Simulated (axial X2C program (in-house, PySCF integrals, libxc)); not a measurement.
## Potential curves of TaB⁺, spin-free

Computed with an in-house relativistic program for diatomic molecules. Spin-free means the one-electron spin-free X2C Hamiltonian. Basis: Ta dyall-cv3z [13s14p9d7f4g], B dyall-v3z [7s6p2d1f] (cores contracted in-house); Gaussian nuclei, density fitting, unrestricted open shells. Masses: Ta 180.948 u, B 11.009 u.

State: M_S = 5/2, Λ = 2 (beyond evenly filled blocks: 2 × σα, π+α, π-α, δ+α). Energies in eV from the fragments at the same level (Ta+ + B). Fits are polynomials in 1 − R0/R over 0.85 to 1.23 times the lowest point R0.

```json
{"R (Å)": "1.8209", "HF": "-0.5864", "PBE0": "-2.5589", "CCSD(T)": ""}
{"R (Å)": "1.9046", "HF": "-1.1372", "PBE0": "-3.0634", "CCSD(T)": "-2.4679"}
{"R (Å)": "1.9674", "HF": "-1.3934", "PBE0": "-3.2819", "CCSD(T)": "-2.7205"}
{"R (Å)": "2.0302", "HF": "-1.5490", "PBE0": "-3.3955", "CCSD(T)": "-2.8641"}
{"R (Å)": "2.0930", "HF": "-1.6289", "PBE0": "-3.4271", "CCSD(T)": "-2.9223"}
{"R (Å)": "2.1663", "HF": "-1.6531", "PBE0": "-3.3862", "CCSD(T)": "-2.9077"}
{"R (Å)": "2.2395", "HF": "-1.6278", "PBE0": "-3.2852", "CCSD(T)": "-2.8276"}
{"R (Å)": "2.3337", "HF": "-1.5534", "PBE0": "-3.0974", "CCSD(T)": "-2.6589"}
{"R (Å)": "2.4488", "HF": "-1.4341", "PBE0": "-2.8207", "CCSD(T)": ""}
{"R (Å)": "2.6162", "HF": "-1.2503", "PBE0": "-2.3955", "CCSD(T)": ""}
```

Correlated methods: 7 electrons correlated (number of frozen shells: Ta 5 s, 4 p, 2 d, 1 f; B 1 s), 295 virtual spin orbitals or spinors in MP2, 90 natural virtuals in coupled cluster.

The state is one determinant whose occupation by symmetry is held fixed; it was picked as the lowest of a PBE0 search that is not exhaustive. Dissociation energies refer to the lowest single-determinant-based atoms at the same level and basis. Coupled cluster ran in a truncated set of natural virtual spinors; the MP2 energy of the rest was added. (T) has no such correction and the atoms are truncated less, which lowers De at CCSD(T) by a hundredth of an eV or more. The functionals have no current-density term, which raises determinants with orbital currents, atoms included. The outer-core s and p shells of the metal are frozen in the correlated rows, which leaves out core–valence correlation; for alkali and alkaline-earth bonds that tends to lengthen them. The T1 diagnostic is large, a sign of multireference character. With the outer-core shells frozen, correlated bond lengths of heavy atoms tend to come out a few hundredths of an ångström too long. Coupled cluster ran on the points near the minimum only. MP2 and coupled cluster on one determinant become unreliable at the stretched end.

Task: What are Re, ωe and De at the HF level?

Result: At HF, spin-free: Re = 2.160 Å, ωe ≈ 499 cm⁻¹, De = 1.65 eV to Ta+ + B; Be follows as 0.348 cm⁻¹.

Task: What are Re, ωe and De at the PBE0 level?

Result: At PBE0, spin-free: Re = 2.091 Å, ωe ≈ 646 cm⁻¹, De = 3.43 eV to Ta+ + B; Be follows as 0.372 cm⁻¹.

Task: Fit the CCSD(T) curve near its minimum: give the equilibrium distance, the harmonic wavenumber and the well depth.

Result: At CCSD(T), spin-free: Re = 2.115 Å, ωe ≈ 631 cm⁻¹, De = 2.93 eV to Ta+ + B; Be follows as 0.363 cm⁻¹.
